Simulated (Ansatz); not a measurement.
H4B2N, SMILES `B[B-]N` (lower singlet) (charge -1, multiplicity 1). This singlet lies 1.03 eV below the relaxed triplet at the level frozen-core CCSD(T)/aug-cc-pVTZ // PBE0-D3(BJ)/def2-TZVPD (Ansatz, an electronic-structure program).

The numbers are results of HSE06/aug-cc-pVTZ // PBE0-D3(BJ)/def2-TZVPD (Ansatz), not measurements.

Ansatz 0.2 input:
```yaml
crystal:
  periodic: [false, false, false]
  atoms:
    - { symbol: B, position_ang: [1.433326, -0.237037, 0.069413] }
    - { symbol: B, position_ang: [-0.077831, 0.01247, -0.003859] }
    - { symbol: N, position_ang: [-1.456866, 0.240833, -0.070449] }
    - { symbol: H, position_ang: [2.204264, 0.288615, -0.71392] }
    - { symbol: H, position_ang: [1.917898, -0.970064, 0.913286] }
    - { symbol: H, position_ang: [-1.927408, 0.984951, 0.422499] }
    - { symbol: H, position_ang: [-2.093385, -0.319767, -0.61697] }
basis:
  gaussian: { orbitals: aug-cc-pVTZ }
hamiltonian:
  xc: hse06
total_charge: -1
```

Output:

```
Functional definition: HSE06
931 factors; their error is unknown
106 factors; integrals over basis functions are off by at most 3.7e-6 eV
mean field evaluation 1: about -2897.4138 eV, gradient 4.5e1 eV
mean field evaluation 2: about -2874.8883 eV, gradient 7.3e1 eV
mean field evaluation 4: about -2904.0650 eV, gradient 6.4e0 eV
mean field evaluation 8: about -2904.2691 eV, gradient 7.1e-2 eV
mean field evaluation 16: about -2904.2542 eV, gradient 3.3e-5 eV
mean field -2904.25422444 eV, -106.7293741739 hartree, gradient 3.3e-5 eV, S^2 0.000000; 3 other end points of the search recorded, 0 dependent functions left out
reference -2904.25429160 eV, -106.7293766421 hartree; 11, 11 occupied and 219, 219 virtual orbitals, 931 factors
Total energy: -2904.25429160 eV, -106.7293766421 hartree
```
